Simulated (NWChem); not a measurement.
C2HCl3 cation, doublet; SMILES of the neutral closed-shell parent C(Cl)(=CCl)Cl

```xyz
6

Cl    -0.3634    -2.2068     0.0000
C     -0.9200    -0.6589     0.0000
C     -0.0654     0.4667     0.0000
Cl     1.5897     0.3168     0.0000
Cl    -0.7637     1.9793     0.0000
H     -2.0063    -0.5069     0.0000
```
Atoms are numbered in this order, from 1.

Program: NWChem. Spin-unrestricted. In the optimisation the excess spin sits in a" (Cs, its own frame). All runs use the structure optimised with PBE0/def2-SVP, spin-unrestricted. The spin multiplicity was typed, not searched, and may not be the lowest. No stability test was run on the SCF state. Level: M05-2X/def2-SVP with SMD (1 M gas to 1 M solution), gas-phase geometry. Reactions with the solvent are ignored.

### Question
Order these by “cavity-dispersion-structure term (kcal/mol)”, lowest first: N,N-dimethylformamide; benzene; water.

### Answer
benzene (-2.6), N,N-dimethylformamide (-1.1), water (2.6)
